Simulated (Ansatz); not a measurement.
Two isomers of C2H6GeO: A = `O=C[CH2][GeH3]`, B = `C[CH2][Ge][OH]`.

Calculated with Ansatz (gas phase, PBE0-D4/def2-TZVP geometries, no zero-point term in ΔE). CCSD(T)/CBS is the MP2 limit (def2-TZVPP, def2-QZVPP) plus CCSD(T) − MP2 in def2-TZVPP, frozen cores. Functionals use def2-TZVPP. B3LYP here is the variant with VWN-RPA as its local correlation; programs differ in this. For Ge outer-core shells are correlated without core-valence functions, which leaves a few kJ/mol of doubt a bond. Scalar relativity is left out up to krypton. One conformer a species, not always the lowest.

A:

```xyz
10

O     0.1540    1.5191   -1.8741
C     0.7283    0.8221   -1.0798
C     0.3323    0.6541    0.3403
Ge   -0.7394   -0.9992    0.5461
H     1.6080    0.2188   -1.3964
H     1.2109    0.5381    0.9793
H    -0.2793    1.4941    0.6726
H     0.0604   -2.1958    0.0073
H    -1.0257   -1.2016    2.0411
H    -2.0495   -0.8497   -0.2363
```

B:

```xyz
10

C    -0.160    0.967    0.147
C     0.108   -0.339    0.874
Ge    0.347   -2.016   -0.217
O     0.131   -1.341   -1.859
H    -1.082    0.921   -0.443
H    -0.272    1.809    0.836
H     0.657    1.227   -0.534
H    -0.698   -0.568    1.585
H     1.011   -0.266    1.496
H    -0.041   -0.394   -1.885
```

(1) Which isomer does CCSD(T)/CBS put lower? Give the gap. (An estimate is asked.)

(2) Give E(B) − E(A) in kcal/mol with B3LYP, r2SCAN-D4, CCSD/def2-TZVPP, MP2/def2-TZVPP, PBE0-D4, PBE-D4, CCSD(T)/def2-TZVPP. (Estimate.)

Largest T1 diagnostic: 0.014.

Results:

(1) Computed: B, by 22.2 kcal/mol.

(2) Ansatz gave: B3LYP -21.2, r2SCAN-D4 -18.7, CCSD/def2-TZVPP -18.5, MP2/def2-TZVPP -19.3, PBE0-D4 -20.1, PBE-D4 -21.1, CCSD(T)/def2-TZVPP -18.4. None reverses the order clearly.

From PBE to PBE0 (25 % exact exchange), in def2-TZVPP and without D4, E(B) − E(A) moves by +0.9 kcal/mol. In def2-TZVPP, CCSD(T) changes the Hartree–Fock value by −4.0 kcal/mol (the triples alone add +0.1 kcal/mol) and MP2 by −4.9 kcal/mol.
